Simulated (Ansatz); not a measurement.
The first iterations of a band of B$_{2}$BrH$_{5}$Si (9 atoms, charge 0, multiplicity 1).

Level of theory: Ansatz, UKS B3LYP-D4/def2-SVP.

```
movable images  : 9
climbing image  : yes
spring          : 5.0 eV/Å²
optimiser       : quadratic models (default)
start path      : through a guess of the saddle point
force threshold : 0.05 eV/Å
iteration limit : 38
end points      : relaxed
```

Image 0:

```xyz
9
Properties=species:S:1:pos:R:3
B -0.327 1.142 -1.137
Si 0.653 -0.460 -0.408
B -0.082 -0.561 1.476
Br -1.776 -1.390 1.794
H -1.401 1.012 -1.668
H 0.105 2.259 -0.988
H 2.136 -0.266 -0.375
H 0.335 -1.717 -1.150
H 0.445 -0.066 2.437
```

Image 10:

```xyz
9
Properties=species:S:1:pos:R:3
B -0.358 1.235 -1.352
Si 0.732 0.256 -0.018
B -0.025 -0.898 1.346
Br -1.933 -0.957 1.719
H -1.460 0.843 -1.634
H 0.037 2.268 -1.828
H 2.187 0.060 -0.267
H 0.196 -1.304 -0.020
H 0.712 -1.549 2.035
```

| iteration | highest image above the first end (eV) | largest band force component (eV/Å) |
| --- | --- | --- |
| 1 | 2.630 | 5.129 |
| 2 | 1.436 | 2.054 |
| 3 | 0.937 | 0.746 |
| 4 | 0.683 | 0.795 |
| 5 | 0.573 | 0.438 |
| 6 | 0.535 | 0.404 |

Does the band converge within its limit, and where does its top end?

The forces met the threshold. It ended after 20 iterations with the highest image 0.408 eV above the first end. A vibrational analysis at the climbing image gives one clearly imaginary mode, 420i cm⁻¹: a first-order saddle point.

Time of the run: 15 min on 2 threads of AMD EPYC 7R13 Processor (Zen 3), on a shared host, peak memory 0.4 GiB.
